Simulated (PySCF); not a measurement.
A structure optimised at PBE0-D3(BJ)/def2-SVP, used in a PySCF frequency run:

```xyz
7

Si    -0.8870    -0.6818     0.0000
Cl     0.7729    -1.9022     0.0000
N     -0.3951     0.9556     0.0000
C      0.1133     2.0415     0.0000
O      0.5882     3.1054     0.0000
H     -1.6702    -0.9487     1.2307
H     -1.6702    -0.9487    -1.2307
```

Q: Write its SMILES, formula and point group.

A: O=C=N[SiH2]Cl, CH2ClNOSi, Cs

Q: What are its rotational constants (standard atomic weights)?

A: 8.4856, 1.3907, 1.2123 GHz
